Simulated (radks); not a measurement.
Question: The calcium ion Ca2+, [Ar]. All-electron calculation, non-relativistic Kohn-Sham, exchange-only LDA, spin-polarised, spherical densities, point nucleus. Program: a radial shooting solver on a logarithmic mesh with Libxc functionals. Every spin shell is full or empty, so the densities are truly spherical. Functionals are evaluated on that one density, not self-consistently. Rank these orbital-free kinetic functionals by their error against the exact value of the orbitals, and give that value: Thomas-Fermi, TF + vW, TF + vW/5, LC94, APBEK, revAPBEK, Perdew 92, LKT, DePristo-Kress.

Answer: Exact: 673.550 hartree. From best to worst, with 100 (|E| - |E exact|)/|E exact| (equal figures are ties): DePristo-Kress +0.02, LC94 +0.08, APBEK +0.19, revAPBEK +0.50, Perdew 92 -0.64, TF + vW/5 +4.38, Thomas-Fermi -6.95, LKT +27.92, TF + vW +49.70.
